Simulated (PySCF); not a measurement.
## Mayer bond orders and bond lengths

(MgO)2 ring, Mg2O2.
Structure used (PBE0-D3(BJ)/def2-SVP), in Å, numbered top down from 1:
```
atom  x, y, z in Å
Mg1   -0.624   -0.662   -0.807
O2     1.220   -0.366   -0.643
Mg3    0.624    0.662    0.807
O4    -1.221    0.366    0.643
```

Bond orders from the PBE0/pcSseg-1 density (PySCF). Isolated species at its PBE0-D3(BJ)/def2-SVP geometry, gas phase.

(1) Give the Mayer order of every bond, beside its length.

(2) Sum the orders of all bonds at each heavy atom with more than one neighbour.

Results:

(1) 
```json
{"bond": "Mg1–O2", "length (Å)": "1.875", "Mayer order": "0.682"}
{"bond": "Mg1–O4", "length (Å)": "1.876", "Mayer order": "0.682"}
{"bond": "O2–Mg3", "length (Å)": "1.875", "Mayer order": "0.682"}
{"bond": "Mg3–O4", "length (Å)": "1.875", "Mayer order": "0.682"}
```

(2) Mg1 1.364, O2 1.364, Mg3 1.364, O4 1.364. Orders between atoms that aren't bonded are not in these sums.

The Mayer order sums products of elements of PS (density times overlap matrix) between the two atoms' basis functions, so it depends on the basis set.
